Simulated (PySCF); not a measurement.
**Low-lying terms of V⁵⁺ (vanadium, charge +5)**

Ground state [Ar], ¹S. All numbers are calculated (PySCF 2.14, the non-relativistic Hamiltonian (point nucleus), in aug-cc-pVDZ with two added diffuse shells each of s, p, d type (9s8p6d2f, 77 functions)). Vertical excitation energies in eV without spin-orbit coupling; excited terms of each kind are numbered among those the solver found. Frozen: [Ne].

```csv
term,leading excitation,EOM-EE-CCSD
1 3P°,3p → d,37.966
1 3F°,3p → d,39.842
1 1D°,3p → d,42.481
1 3D°,3p → d,42.665
1 1F°,3p → d,42.979
1 1P°,3p → d,55.739
1 3D,3s → d,67.510
1 1D,3s → d,69.663
1 3S,3p → p,82.832
2 3D,3p → p,83.599
2 1D,3p → p,83.693
```

The solver can miss terms.
